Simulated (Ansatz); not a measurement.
`[O]=[Mo]([OH])([OH])([F])[Cl]`. The species carries charge 0 and has multiplicity 1. Mo takes the def2 core potential. The geometry is a stationary point of PBE0-D4/def2-TZVP. It is one conformer, not always the lowest.

```xyz
8

O     0.747    0.507    1.788
Mo    0.000    0.316    0.330
O     0.970   -0.780   -0.877
O    -0.973   -1.224    0.644
F     0.861    1.654   -0.656
Cl   -1.858    1.626    0.222
H     1.594   -0.291   -1.425
H    -1.342   -1.808   -0.026
```

**Question.** What is the dipole moment at B3LYP/def2-TZVPP? (Estimate.)

**Answer.** Ansatz gave: 2.63 D, with components (-0.59, -1.92, -1.69) D in this frame, pointing from negative to positive charge.

**Question.** And with PBE, r2SCAN, ωB97M-V? (Best estimate.)

**Answer.** Computed: PBE 2.61 D, r2SCAN 2.67 D, ωB97M-V 2.57 D.

**Question.** Give the Mulliken charges with B3LYP, r2SCAN, ωB97M-V in def2-TZVPP. (An estimate is asked.)

**Answer.** The calculation gave: 
```json
{"atom": "O1", "B3LYP": "-0.45", "r2SCAN": "-0.45", "ωB97M-V": "-0.42"}
{"atom": "Mo2", "B3LYP": "1.54", "r2SCAN": "1.53", "ωB97M-V": "1.46"}
{"atom": "O3", "B3LYP": "-0.48", "r2SCAN": "-0.49", "ωB97M-V": "-0.46"}
{"atom": "O4", "B3LYP": "-0.40", "r2SCAN": "-0.41", "ωB97M-V": "-0.39"}
{"atom": "F5", "B3LYP": "-0.39", "r2SCAN": "-0.38", "ωB97M-V": "-0.38"}
{"atom": "Cl6", "B3LYP": "-0.27", "r2SCAN": "-0.28", "ωB97M-V": "-0.23"}
{"atom": "H7", "B3LYP": "0.22", "r2SCAN": "0.23", "ωB97M-V": "0.21"}
{"atom": "H8", "B3LYP": "0.22", "r2SCAN": "0.23", "ωB97M-V": "0.22"}
```

B3LYP here is the variant with VWN-RPA as its local correlation; programs differ in this.
